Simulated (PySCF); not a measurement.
Species: C₈H₁₀OS.
Atom-mapped SMILES: `[CH3:1][S@@:2](=[O:3])[CH2:4][c:5]1[cH:6][cH:7][cH:8][cH:9][cH:10]1` (hydrogens: H11, H12, H13 on C1; H14, H15 on C4; H16 on C6; H17 on C7; H18 on C8; H19 on C9; H20 on C10)

Geometry (PBE0-D3(BJ)/def2-SVP, Å), atoms numbered from 1 in this order:
```
atom  x, y, z in Å
C1     2.273    0.559   -1.279
S2     2.088   -1.184   -0.816
O3     3.447   -1.643   -0.377
C4     1.121   -0.911    0.733
C5    -0.239   -0.364    0.456
C6    -0.572    0.954    0.788
C7    -1.825    1.474    0.470
C8    -2.762    0.682   -0.192
C9    -2.440   -0.632   -0.531
C10   -1.188   -1.150   -0.210
H11    1.295    1.010   -1.498
H12    2.788    1.080   -0.459
H13    2.907    0.564   -2.175
H14    1.742   -0.265    1.371
H15    1.099   -1.918    1.176
H16    0.161    1.578    1.307
H17   -2.071    2.504    0.742
H18   -3.744    1.089   -0.443
H19   -3.170   -1.258   -1.049
H20   -0.939   -2.180   -0.480
```

Method: PySCF, TDDFT CAM-B3LYP/def2-SVPD, vertical, gas phase, core orbitals frozen in the response.

Frontier orbitals with the atoms that hold most of them (Löwdin shares over 4%, at most four atoms; ? is withheld):

| orbital | ε (eV) | atoms |
| --- | --- | --- |
| HOMO-3 | -9.50 | O3 46%, C5 9%, C8 9%, S2 8% |
| HOMO-2 | -8.99 | C6 20%, C9 20%, C10 19%, C7 19% |
| HOMO-1 | -8.62 | ? |
| HOMO | -7.98 | O3 46%, S2 27%, C4 8%, C1 4% |
| LUMO | ? | ? |
| LUMO+1 | 0.32 | C9 20%, C6 20%, C7 14%, C10 13% |
| LUMO+2 | 1.15 | S2 14%, C7 9%, C1 9%, C6 7% |

(1) Which atoms hold the HOMO-1, and with what shares?

(2) Give the leading atoms of the LUMO.

(3) What is the LUMO energy, and the HOMO–LUMO gap?

Results:

(1) O3 (bonded to S) 26%; C5 (bonded to 3 C) 13%; C8 (bonded to 2 C and H) 13%; S2 (bonded to 2 C and O) 8%. By element: carbon 26% or more, oxygen 26%, sulfur 8%.

(2) C5 (bonded to 3 C) 18%; C8 (bonded to 2 C and H) 18%; C10 (bonded to 2 C and H) 13%; C7 (bonded to 2 C and H) 12%.

(3) ε(LUMO) = 0.15 eV; the gap is 8.13 eV (0.2988 hartree).

Q: The HOMO–LUMO gap is 8.13 eV. Where does the response calculation put the lowest singlet, and from which orbitals?

A: S1 is at 5.30 eV (f = 0.013), 2.83 eV below the gap, made of HOMO-2→LUMO (33%), HOMO-1→LUMO+1 (28%), HOMO→LUMO (14%). Its leading pair isn't HOMO and LUMO; the energies of that pair differ by 9.14 eV. 

Next come S2 at 5.57 eV (f 0.134), HOMO→LUMO (66%), HOMO→LUMO+1 (11%); S3 at 5.80 eV (f 0.011), HOMO→LUMO+1 (25%), HOMO→LUMO+4 (15%), HOMO→LUMO+6 (13%); S4 at 6.00 eV (f 0.042), HOMO-1→LUMO (55%), HOMO-2→LUMO+1 (16%); S5 at 6.27 eV (f 0.034), HOMO→LUMO+3 (48%).

Löwdin shares depend on the basis, the more so with diffuse functions.

Hardware: one thread, x86-64 server, no GPU, shared host. Cost: 8.0 min of wall time.

One conformer stands for the species.
